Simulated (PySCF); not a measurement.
**Radial density of Si (silicon, neutral)**

UHF, [Ne] 3s1 3p2 4s1, high-spin 5P determinant (an excited configuration). All numbers are calculated (PySCF 2.14, no relativity, point nucleus, in dyall-av3z (19s12p3d2f, 84 functions)).

```
r (bohr)  4πr²ρ (e/bohr)  4πr²(ρα − ρβ)
 0.00196         0.08068         0.0003
 0.00330          0.2199         0.0007
 0.00555          0.5841         0.0018
 0.00934           1.487         0.0046
  0.0157           3.522         0.0109
  0.0264           7.397         0.0227
  0.0444           12.72         0.0378
  0.0747           15.83         0.0450
   0.126           12.58         0.0536
   0.211           9.760         0.1645
   0.356           13.94         0.3096
   0.598           10.70         0.0422
    1.01           2.583         0.3170
    1.69           1.565         1.4956
    2.85          0.8668         0.8666
    4.79          0.2532         0.2532
    8.05          0.1197         0.1197
    13.5       0.0008919         0.0009
```

The outer electron is Rydberg-like, and this basis confines it to a smaller radius and binds it less than a complete one would.
